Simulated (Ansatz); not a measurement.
BrH2Sb (SMILES [Br][SbH2]) moved off its minimum; all values from Ansatz (a program for electronic structure), cores frozen in correlated methods. Elements past Kr take the def2 small-core potentials, without spin–orbit coupling.
(charge 0, multiplicity 1)
```xyz
4

Sb    -0.6744    -0.4987     0.5355
H     -0.3334    -1.9338    -0.5108
H     -1.9849    -0.2103    -0.4238
Br     0.9107     1.0084    -0.8128
```

Forces at wB97M-V/def2-TZVPP (eV/Å):

```json
[
 {"atom": "Sb1", "Fx": "1.285", "Fy": "-0.914", "Fz": "-0.735"},
 {"atom": "H2", "Fx": "-0.183", "Fy": "0.956", "Fz": "0.845"},
 {"atom": "H3", "Fx": "-0.675", "Fy": "0.288", "Fz": "-0.450"},
 {"atom": "Br4", "Fx": "-0.427", "Fy": "-0.331", "Fz": "0.339"}
]
```

Q: Give the forces (eV/Å), the total energy and the dipole at CCSD(T)/def2-TZVPPD.

A: 
| atom | Fx | Fy | Fz |
|---|---|---|---|
| Sb1 | 1.269 | -0.946 | -0.340 |
| H2 | -0.138 | 0.768 | 0.726 |
| H3 | -0.889 | 0.335 | -0.583 |
| Br4 | -0.243 | -0.157 | 0.197 |
Energy -2813.2003 hartree, dipole 2.50 D.
